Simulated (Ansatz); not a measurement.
C2H4AlFS, SMILES `[CH3][Al]1[S][CH]1F`, relaxed with RKS PBE0-D4/def2-TZVP in Ansatz from a PBE-D4/def2-SVP geometry. The force threshold is 0.005 eV/Å; the program also tests the step.

Charge 0, multiplicity 1.

Start:

```xyz
9

C     0.380   -0.904    1.613
Al   -0.150   -0.176   -0.117
S    -1.523   -0.243   -1.774
C    -0.109    1.069   -1.614
F    -0.595    2.353   -1.477
H    -0.207   -1.808    1.870
H     1.457   -1.168    1.614
H     0.222   -0.147    2.409
H     0.524    1.025   -2.524
```

Q: By how much does the energy fall, and how many steps does the optimiser take? (Best estimate.)

A: The calculation gave: 1.01 kcal/mol, in 6 steps.

Q: Which bonds change most? (Best estimate.)

A: Ansatz gave: S3–C4 from 1.936 to 1.888 Å; Al2–S3 from 2.153 to 2.126 Å; C4–H9 from 1.109 to 1.088 Å; Al2–C4 from 1.947 to 1.930 Å.

Q: Give the relaxed structure. (Best estimate.)

A: Computed: 
```xyz
9

C     0.379   -0.896    1.600
Al   -0.154   -0.183   -0.116
S    -1.496   -0.226   -1.764
C    -0.112    1.048   -1.602
F    -0.599    2.330   -1.468
H    -0.203   -1.783    1.857
H     1.438   -1.162    1.597
H     0.228   -0.147    2.383
H     0.520    1.018   -2.488
```
